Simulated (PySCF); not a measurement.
**Removal energies of W⁶⁴⁺ from EOM-IP-GCCSD**

Reference: closed-shell W⁶⁴⁺, [Ne]; one electron is removed. Calculated with PySCF 2.14, two-component X2C-1e with screened spin-orbit coupling, an even-tempered Gaussian basis (17 s from 12 bohr⁻², ratio 2.6; 14 p from 15 bohr⁻², ratio 2.6; 6 d from 16 bohr⁻², ratio 2.8; 3 f from 330 bohr⁻², ratio 2.8); frozen 1s2; the 52 highest virtual spinors dropped; of the others 52 kept and the rest restored at second order. No Breit or QED terms. Binding energies in eV.

```csv
level,Koopmans,second order,EOM-CCSD
2s1/2,17503.8,17500.4,17500.4
2p1/2,17027.9,17025.1,17025.2
2p3/2,15622.7,15620.9,15621.0
```

For comparison, the ionisation energy of W⁶⁴⁺ is 15566 ± 11 eV (semi-empirical (NIST evaluation); NIST Atomic Spectra Database, ionization energies).
